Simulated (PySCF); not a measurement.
This PySCF input asks for the NMR shieldings of `C=NC[SiH2]C1CCC1`, C6H13NSi; the geometry comes from GFN2-xTB.

```python
import basis_set_exchange as bse
import numpy as np
from pyscf import gto, dft
from pyscf.prop import nmr

atoms = """
C     3.525919   -0.918908   -0.489928
N     2.399947   -1.011217    0.050928
C     1.986688   -0.074778    1.031696
Si    0.633747    1.032209    0.240133
C    -0.789880   -0.061299   -0.365325
C    -1.706858   -0.677894    0.714546
C    -2.925485   -0.018634    0.054984
C    -2.008600    0.670457   -0.964433
H     3.791371   -1.629595   -1.258220
H     4.274016   -0.159996   -0.229874
H     2.811941    0.543472    1.414542
H     1.550174   -0.630495    1.862627
H     0.170322    1.973368    1.270509
H     1.223167    1.779026   -0.878826
H    -0.410252   -0.827955   -1.042621
H    -1.725400   -1.765953    0.727545
H    -1.513041   -0.324176    1.726062
H    -3.482649    0.659283    0.698991
H    -3.623427   -0.727162   -0.387807
H    -1.971168    1.753441   -0.860818
H    -2.219454    0.433748   -2.005775
"""
names = dict.fromkeys(["C", "N", "Si", "H"], "pcSseg-1")
basis = {el: gto.basis.parse(bse.get_basis(n, elements=[el], fmt="nwchem")) for el, n in names.items()}
mol = gto.M(atom=atoms, basis=basis, charge=0, verbose=0)
mf = dft.RKS(mol, xc="PBE0")
mf.grids.level = 2
mf.grids.alignment = dft.numint.BLKSIZE   # the property module wants whole blocks of grid points
mf.conv_tol = 1e-9
mf.kernel()

calc = nmr.RKS(mf)   # GIAO
C = mf.mo_coeff
Co = C[:, mf.mo_occ > 0]
resp = mf.gen_response(singlet=True, hermi=2)
def vind(x):   # induced exchange potential for any number of trial vectors
    d = np.einsum("pi,xij,qj->xpq", C, 2 * x.reshape(-1, C.shape[1], Co.shape[1]), Co, optimize=True)
    return np.einsum("xpq,pi,qj->xij", resp(d - d.transpose(0, 2, 1)), C, Co, optimize=True).ravel()
mo1, _ = nmr.rhf.solve_mo1(calc, with_cphf=vind)
sigma = calc.kernel(mo1)
for i, s in enumerate(sigma):   # ppm
    w = np.linalg.eigvalsh((s + s.T) / 2)
    print("%2d %-2s iso %8.1f  s11 %8.1f  s22 %8.1f  s33 %8.1f" % (i, mol.atom_pure_symbol(i), w.mean(), *w))
```

Question: Give the expected output.

Answer: 
```
 0 C  iso     34.3  s11    -67.0  s22     56.2  s33    113.8
 1 N  iso   -140.8  s11   -530.4  s22   -172.4  s33    280.3
 2 C  iso    134.5  s11    106.6  s22    117.3  s33    179.4
 3 Si iso    374.9  s11    337.7  s22    362.1  s33    425.0
 4 C  iso    173.9  s11    153.3  s22    173.4  s33    195.1
 5 C  iso    163.0  s11    152.2  s22    153.3  s33    183.4
 6 C  iso    166.9  s11    153.0  s22    163.9  s33    184.0
 7 C  iso    164.4  s11    151.3  s22    157.9  s33    184.0
 8 H  iso     24.7  s11     23.0  s22     23.8  s33     27.2
 9 H  iso     24.1  s11     20.7  s22     24.2  s33     27.3
10 H  iso     28.6  s11     25.6  s22     27.4  s33     32.8
11 H  iso     27.6  s11     25.8  s22     26.8  s33     30.3
12 H  iso     27.5  s11     24.4  s22     26.4  s33     31.7
13 H  iso     28.0  s11     24.7  s22     26.4  s33     33.0
14 H  iso     29.1  s11     25.2  s22     28.5  s33     33.6
15 H  iso     29.2  s11     26.0  s22     26.9  s33     34.7
16 H  iso     29.6  s11     26.3  s22     28.8  s33     33.9
17 H  iso     29.5  s11     26.4  s22     26.6  s33     35.6
18 H  iso     29.4  s11     26.2  s22     26.8  s33     35.2
19 H  iso     29.8  s11     26.3  s22     28.7  s33     34.4
20 H  iso     29.4  s11     26.2  s22     26.7  s33     35.4
```

These numbers come from an equivalent density-fitted implementation of the same equations, which agrees with the script to about 0.01 ppm for H and up to a few tenths of a ppm for heavy atoms, so last digits may differ.

Size and cost of the density-fitted run: 208 basis functions, 67 s wall time on 1 thread of an Arm Neoverse N1, shared host; peak memory 0.94 GiB.
